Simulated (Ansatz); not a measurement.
`[F][Hf]([F])([F])[F]`, one more setting.

```yaml
crystal:
  periodic: [false, false, false]
  atoms:
    - {symbol: F, position_ang: [-0.900927, -0.144063, 1.650673]}
    - {symbol: Hf, position_ang: [0.009998, -0.014732, -0.008281]}
    - {symbol: F, position_ang: [1.636923, -0.985750, 0.086339]}
    - {symbol: F, position_ang: [-1.077937, -0.735924, -1.384845]}
    - {symbol: F, position_ang: [0.381842, 1.806871, -0.385287]}
basis:
  gaussian: {orbitals: x2c-TZVPPall}
total_charge: 1
magnetization: {spin_polarized: false, initial_magnetization: 1}
hamiltonian: {xc: {name: rPW86-PBE}, dispersion: d3bj}
output: {forces: true}
```

```sh
$ ansatz run in.yaml --threads 4 --pin off --events-out ev --progress --plain --max-ram 10444MiB
```

Output, abridged:

```
Functional definition: rPW86-PBE
1419 factors; their error is unknown
mean field evaluation 1: about -421313.2899 eV, gradient 1.3e2 eV
mean field evaluation 2: about -421007.3259 eV, gradient 4.2e2 eV
mean field evaluation 4: about -421314.8050 eV, gradient 1.0e2 eV
mean field evaluation 8: about -421330.4552 eV, gradient 3.4e1 eV
mean field evaluation 16: about -421331.9427 eV, gradient 2.3e1 eV
mean field evaluation 32: about -421333.2942 eV, gradient 6.1e-5 eV
mean field -421333.29420247 eV, -15483.7129719767 hartree, gradient 2.5e-6 eV, S^2 0.750000; 20 other end points of the search recorded, 0 dependent functions left out
reference -421333.29436544 eV, -15483.7129779657 hartree; 54, 53 occupied and 167, 168 virtual orbitals, 1419 factors
Total energy: -421333.35454397 eV, -15483.7151894857 hartree
Relativity: scalar
Atom 0 at    -0.900927    -0.144063     1.650673 Å, force    -0.517436    -0.140424     0.930988 eV/Å
Atom 1 at     0.009998    -0.014732    -0.008281 Å, force     0.000217    -0.000133     0.000011 eV/Å
Atom 2 at     1.636923    -0.985750     0.086339 Å, force     0.939945    -0.509136     0.104346 eV/Å
Atom 3 at    -1.077937    -0.735924    -1.384845 Å, force    -0.662709    -0.361793    -0.764229 eV/Å
Atom 4 at     0.381842     1.806871    -0.385287 Å, force     0.239984     1.011486    -0.271116 eV/Å
Dipole moment:     0.000036    -0.000023    -0.000000 e Å
```

It took 2.2 min on 4 threads of an Arm Neoverse V2 on a shared host, with 0.93 GiB of host memory at the peak.
